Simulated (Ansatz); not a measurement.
Basis-set extrapolation for `CCN1BC1` (PBE0-D4/def2-TZVP geometry, frozen core, Ansatz 0.2.0). Multiplicity 1, RHF reference.

```csv
,def2-TZVPP,def2-QZVPP
HF,-197.434523,-197.443984
MP2 correlation,-0.822441,-0.875381
CCSD(T) correlation,-0.901632,not run
```

Energies in hartree. Use E(X) = E(∞) + A·exp(−7.88·√X) for Hartree–Fock and E(X) = E(∞) + B·X^(−2.97) for correlation, with X = 3 and 4, and add CCSD(T) minus MP2 of the smaller set to the MP2 limit.

Problem. What is the CCSD(T) energy at the basis-set limit?

Solution. HF limit: -197.443984 + (-0.009461) × 0.13774 = -197.44529. MP2 limit: -0.875381 + (-0.052940) × 0.74074 = -0.91460. Higher-order term: -0.901632 − (-0.822441) = -0.07919. Total: -198.43908 hartree, 64.6 kcal/mol below CCSD(T)/def2-TZVPP.
